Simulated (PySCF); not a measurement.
Structure from NMR data

The spectra below were simulated for a compound C$_{5}$H$_{8}$F$_{3}$NO.

¹H NMR (600 MHz, computed): δ 5.12 (br, 1H), 3.13 (d, 3H), 3.05 (m, 1H), 1.42 (d, 3H).

¹³C{¹H} NMR (computed): δ 167.5 (C), 136.0 (C), 52.7 (CH), 26.5 (CH3), 15.5 (CH3).

PySCF 2.14.0 with density-fitted response routines calculation with shieldings: GIAO PBE0/pcSseg-1 and GFN2-xTB structure; relativity neglected, isolated molecule, one conformer, rapidly exchanging positions averaged.

References, each an isolated molecule treated in the same way: ¹H (σref 31.72), ¹³C (σref 186.93) against TMS.

Question: What is the structure?

Answer: 
1. The formula gives 1 degree of unsaturation (no ring in the answer).
2. 5 carbon signals for 5 carbons: no two carbons are equivalent.
3. Carbon types of the structure: 2 × C, 1 × CH, 2 × CH3, leaving 1 H on heteroatoms.
4. δC 167.5: amide carbonyl carbon; lone-pair donation from the attached heteroatom keeps it upfield of a ketone carbonyl.
5. δC 136.0: CF3 carbon; 3 electronegative neighbours deshield it.
6. δC 52.7: sp3 CH α to a carbonyl; the adjacent C=O deshields it moderately.
7. δC 26.5: methyl carbon bonded to N; the inductive effect lowers its shielding.
8. δH 5.12: hydrogen on an amide-type nitrogen; exchangeable, gas-phase position.
9. δH 3.13: hydrogen on a methyl carbon bonded to N; its carbon carries N, hence the downfield position.
10. δH 3.05: hydrogen on an sp3 CH α to a carbonyl; α to C=O.

The compound is `FC([C@H](C(NC)=O)C)(F)F`.

The data come from this structure; uniqueness wasn't tested.

OH and NH positions are those of a molecule without intermolecular hydrogen bonds; in solution they move with solvent, concentration and temperature, and exchange usually removes their couplings. Amide-type NH protons are broadened by 14N but still split neighbouring CH signals. Splittings by ¹⁹F in the carbon and heteronuclear signals aren't shown, as no couplings were computed. Shifts are as computed. Against solution values, carbons near 30 ppm lie about +3 ppm off and those near 130 ppm about +5 ppm. Of 1211 compounds with measured shifts, 218 miss one by over three times the rms of a fit or turn the order of signals round; such compounds aren't used in these exercises. Hydrogen bonding in solution deshields acid and N–H amide carbonyl carbons by as much as 10 ppm beyond these values. No couplings were computed; multiplicities are counted from neighbouring protons, with m where these are inequivalent, close in shift, in a saturated or five-membered ring or joined by F or P, and br s for small geminal =CH2 splittings.
